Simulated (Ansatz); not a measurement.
Wavefunction ladder for C2H4BrGaO

```
atom   x (Å)   y (Å)   z (Å)
  O1   0.334  -1.094  -1.155
  C2   0.340  -0.555   0.061
 Br3  -0.449  -1.589   1.449
  C4   0.975   0.588   0.364
 Ga5  -1.363   1.710   0.265
  H6  -0.552  -1.424  -1.353
  H7   1.170   0.868   1.387
  H8   1.466   1.135  -0.433
  H9  -1.921   0.359  -0.585
```

The species carries charge 0 and has multiplicity 1. Correlated methods include outer-core shells of Br, Ga, which these sets cover unevenly. Scalar relativity is left out up to krypton. The bonds changed during the relaxation, so this is another structure than the one it started from. All single points use the PBE0-D4/def2-TZVP geometry. It is one conformer, not always the lowest. Frozen core, restricted reference, Ansatz.

```tsv
basis	HF (Eh)	MP2 corr.	CCSD corr.	(T)	CCSD(T) total
def2-SVP	?	-0.89621	-0.91771	?	?
def2-TZVPP	-4648.58601	-1.06499	?	?	?
def2-QZVPP	-4648.68209	-1.67192	–	–	–
```

Fill in the withheld values. (Estimate.)

Computed: def2-SVP HF (Eh): -4647.83756; def2-SVP (T): -0.03034; def2-SVP CCSD(T) total: -4648.78561; def2-TZVPP CCSD corr.: -1.08348; def2-TZVPP (T): -0.04717; def2-TZVPP CCSD(T) total: -4649.71666.
